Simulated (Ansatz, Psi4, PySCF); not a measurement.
COS, singlet, geometry from GFN2-xTB. Base run: PySCF with MP2/cc-pVDZ.

Here is a job for PySCF.
```python
from pyscf import gto, scf, mp

mol = gto.M(
    atom='''
O    -0.000000   -0.000000   -1.666869
C    -0.000000   -0.000000   -0.512825
S     0.000000    0.000000    1.025744
''',
    basis='cc-pvdz',
    charge=0,
    spin=0,
    verbose=4,
)

mf = scf.RHF(mol)
mf.kernel()

pt = mp.MP2(mf)
pt.kernel()
print('E(MP2) = %.10f' % pt.e_tot)
```

The same geometry, method and basis name were run in Ansatz (a quantum-chemistry and plane-wave program) and Psi4 and PySCF, at each program's defaults and at the settings that a row names. The base is PySCF at its defaults. Differences at the defaults can come from grids, fitting, cores and function types together.

| code and settings | ΔE vs base (mEh) | basis functions | E (Eh) | SCF cycles |
|---|---|---|---|---|
| PySCF, defaults (exact integrals, spherical functions, all electrons correlated) | 0.000 | 46 | -510.73622 | 10 |
| Psi4, defaults (density fitting with its default set, spherical functions, all electrons correlated) | ___ | 46 | ___ | 11 |
| Ansatz, defaults (factorised integrals, spherical functions, frozen core) | 11.526 | 46 | -510.72469 | - |
| PySCF, frozen core | 11.523 | 46 | -510.72469 | 10 |
| Psi4, exact integrals, spherical functions, frozen core | 11.523 | 46 | -510.72469 | 11 |
| Ansatz, high accuracy, frozen core | 11.523 | 46 | -510.72469 | - |

### Question
What belongs in the gaps?

### Answer

- Psi4, defaults (density fitting with its default set, spherical functions, all electrons correlated), ΔE vs base (mEh): 0.293
- Psi4, defaults (density fitting with its default set, spherical functions, all electrons correlated), E (Eh): -510.73592
